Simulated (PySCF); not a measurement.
**CoO₂⁺, quintet: data card**

Computed with PySCF, UPBE0, basis Co def2-TZVP, O def2-TZVP (no relativity, density fitting).

The structure is a minimum.

Z-matrix (Å, degrees; charge 1 multiplicity 5):
```
Co
O  1 1.9743
O  2 1.2569 1 71.44
```

| Quantity | Value |
| --- | --- |
| Point group | C2v |
| Bond lengths | Co–O 1.974 Å (×2), O–O 1.257 Å |
| Bond angles | Co–O–O 71.4° (×2), O–Co–O 37.1° |
| Rotational symmetry number | 2 |
| Zero-point energy | 12.2 kJ/mol |
| Principal quadrupole moments (Buckingham, traceless) about the centre of mass | -2.33, -1.63, 3.96 D Å |
| Lowest empty level (α) | -9.43 eV |
| Rotational constants | 1.334, 0.2321, 0.1977 cm⁻¹ |
| Spin squared ⟨S²⟩ | 6.014 |
| Dipole moment about the centre of mass | 4.18 D |
| Principal polarisabilities | 12.1, 19.7, 34.1 bohr³ |
| Heat capacity Cp at 298.15 K | 47.2 J/(mol K) |
| Entropy at 298.15 K and 1 bar (electronic part: spin only) | 278.6 J/(mol K) |
| Highest occupied level (α) | -14.40 eV |
| Enthalpy at 298.15 K above 0 K | 11.94 kJ/mol |

Harmonic modes (masses in u: Co 58.933, O 15.995):
| symmetry | ω (cm⁻¹) | IR (km/mol) | μ (u) |
| --- | --- | --- | --- |
| b2 | 311 | 0.7 | 16.63 |
| a1 | 355 | 5.7 | 21.43 |
| a1 | 1373 | 106 | 16.04 |

In C2v the vibrations span b2 + 2a1. Here b1 is antisymmetric to the molecular plane and b2 lies in it.

Charges (e):
```tsv
atom	Mulliken	Löwdin	polar tensor	spin (Mulliken)	Mayer order to Co1
Co1	1.01	0.85	0.85	2.33	–
O2,3	-0.01	0.08	0.07	0.83	0.53
```
Other Mayer orders above 0.3: O–O 1.38.

Mulliken populations on Co1: s 6.15, p 12.15, d 7.68, f 0.00.

This need not be the most stable arrangement of these atoms. With open d or f shells other occupations or spin states may lie lower.

The final relaxation and frequency run took 82 s on 4 threads of a shared Arm Neoverse N1 host, with 107 basis functions and 8 gradients; the process peaked at 1.1 GiB.
